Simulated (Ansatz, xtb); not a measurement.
# GaH7OSi2: which of two isomers lies lower

Structure a is `[SiH3]O[SiH2][GaH2]`, a singlet and structure b is `[SiH3][O][GaH][SiH3]`, a singlet. Both are isolated molecules in the gas phase, relaxed with B3LYP-D3(BJ)/def2-SVP; the shapes shown needn't be the lowest conformers.

a (Å):

```xyz
11

Ga   -1.3906    1.6260    0.1238
O    -0.5897    1.1283   -3.1155
Si   -0.7191    0.2114   -1.7245
Si   -0.2786    1.1286   -4.7448
H     0.5945   -0.4555   -1.4442
H    -1.7104   -0.8922   -1.9459
H    -1.2362    0.2327   -5.4586
H     1.1117    0.6547   -5.0111
H    -0.4313    2.5182   -5.2533
H    -1.5831    1.0142    1.5688
H    -1.6492    3.1709   -0.0648
```

b (Å):

```yaml
atoms:
  - { symbol: Ga, position_ang: [-1.0242, -0.0449, -1.8221] }
  - { symbol: O, position_ang: [-0.9523, 1.1433, -0.4673] }
  - { symbol: Si, position_ang: [0.1793, 1.9668, 0.4193] }
  - { symbol: Si, position_ang: [1.1296, -0.7204, -2.7008] }
  - { symbol: H, position_ang: [1.5653, 1.6276, -0.0404] }
  - { symbol: H, position_ang: [-0.0165, 3.4384, 0.2701] }
  - { symbol: H, position_ang: [0.0650, 1.6109, 1.8639] }
  - { symbol: H, position_ang: [-2.5012, -0.4270, -2.1867] }
  - { symbol: H, position_ang: [1.8660, 0.4752, -3.2095] }
  - { symbol: H, position_ang: [1.9429, -1.3486, -1.6170] }
  - { symbol: H, position_ang: [0.9830, -1.7011, -3.8168] }
```

**Question.** Estimate which is lower in electronic energy at CCSD(T)/def2-SVP + ΔMP2/def2-TZVPP, and by roughly how much.

**Answer.** Too close to call at this level: CCSD(T)/def2-SVP + ΔMP2/def2-TZVPP gives E(b) − E(a) = −1.12 kcal/mol.

How the difference moves with the method:

```json
{"level": "B3LYP-D3(BJ)/def2-SVP", "geometry": "B3LYP-D3(BJ)/def2-SVP", "E(b) − E(a) (kcal/mol)": "−2.85", "departure from the last row (kcal/mol)": "−1.74", "job, with rough time for the two": "optimisation, 2.5 min"}
{"level": "HF/def2-SVP", "geometry": "B3LYP-D3(BJ)/def2-SVP", "E(b) − E(a) (kcal/mol)": "−0.05", "departure from the last row (kcal/mol)": "+1.06", "job, with rough time for the two": "part of the CCSD(T) run"}
{"level": "MP2/def2-SVP", "geometry": "B3LYP-D3(BJ)/def2-SVP", "E(b) − E(a) (kcal/mol)": "−4.77", "departure from the last row (kcal/mol)": "−3.66", "job, with rough time for the two": "part of the CCSD(T) run"}
{"level": "CCSD(T)/def2-SVP", "geometry": "B3LYP-D3(BJ)/def2-SVP", "E(b) − E(a) (kcal/mol)": "−4.83", "departure from the last row (kcal/mol)": "−3.71", "job, with rough time for the two": "single point"}
{"level": "CCSD(T)/def2-SVP + ΔMP2/def2-TZVPP", "geometry": "B3LYP-D3(BJ)/def2-SVP", "E(b) − E(a) (kcal/mol)": "−1.12", "departure from the last row (kcal/mol)": "", "job, with rough time for the two": "single point, 22 s"}
```

As drawn, b has 1 Ga–O, 1 Si–H in place of 1 O–Si, 1 Ga–H.

HF/def2-SVP finds them nearly level. The largest departure from CCSD(T)/def2-SVP + ΔMP2/def2-TZVPP is that of CCSD(T)/def2-SVP, 3.71 kcal/mol. Levels run at GFN2-xTB geometries aren't shown. The last row adds to CCSD(T) the change of the MP2 difference between the two basis sets, here +3.71 kcal/mol, a large step that makes the value less sure.

With harmonic frequencies from B3LYP-D3(BJ)/def2-SVP (ideal gas, rigid rotor, one conformer each, 298.15 K, 1 atm): on the last row, ΔE + ΔZPE = −0.64 kcal/mol. A mode under 50 cm⁻¹ makes harmonic enthalpies and free energies unreliable, so none is given.

The correlated steps freeze 20 core orbitals; the filled d shell of Ga is correlated, in a basis made for valence electrons. Run with Ansatz 0.2.0; the last row on 2 threads of Intel(R) Xeon(R) 6975P-C (Granite Rapids) on a shared host.
